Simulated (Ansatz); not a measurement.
The cluster Zn2O2⁺, relaxed as a doublet with UKS PBE-D4/def2-SVP in Ansatz, starting from the GFN1-xTB geometry. Force threshold 0.02 eV/Å.

The structure holds one bond between oxygen atoms, so isomers without such links may lie far lower. The structure comes from a short search, and lower isomers may exist.

Start:

```xyz
4

Zn    0.6812   -0.9694   -1.5491
Zn   -0.6766    0.9732    1.5479
O     0.5978   -0.3642    0.1658
O    -0.6025    0.3604   -0.1646
```

| step | energy (eV) | largest force component (eV/Å) | SCF passes |
| --- | --- | --- | --- |
| 1 | -100886.0011 | 1.554 | 76 |
| 2 | -100886.1152 | 0.799 | 40 |
| 3 | -100886.1832 | 0.831 | 46 |
| 4 | -100886.2363 | 0.782 | 42 |
| 5 | -100886.3988 | 1.055 | 47 |
| 6 | -100886.4959 | 0.331 | 46 |
| 7 | -100886.5141 | 0.186 | 49 |
| 8 | -100886.5465 | 0.669 | 63 |
| 9 | -100886.5498 | 0.538 | 53 |
| 10 | -100886.6544 | 0.643 | 59 |
| 11 | -100886.8657 | 1.362 | 51 |
| 12 | -100887.1838 | 0.564 | 43 |
| 13 | -100887.4207 | 0.727 | 38 |
| 14 (rejected) | -100887.4108 | 0.936 | 40 |
| 15 | -100887.5075 | 0.122 | 39 |
| 16 | -100887.5106 | 0.041 | 38 |
| 17 | -100887.5108 | 0.012 | 35 |

Force components are those of the run's own axes.

End:

```
atom   x (Å)   y (Å)   z (Å)
 Zn1   1.157   0.172  -1.135
 Zn2   0.020   1.517   0.590
  O3  -0.296  -1.192  -0.167
  O4  -0.881  -0.497   0.712
```

Bonds formed: Zn1–Zn2 (atoms count from 1).

No frequencies were taken in this run, so the end may be a saddle point.

Run time 30 s (4 threads of Arm Neoverse V2 on a shared host).
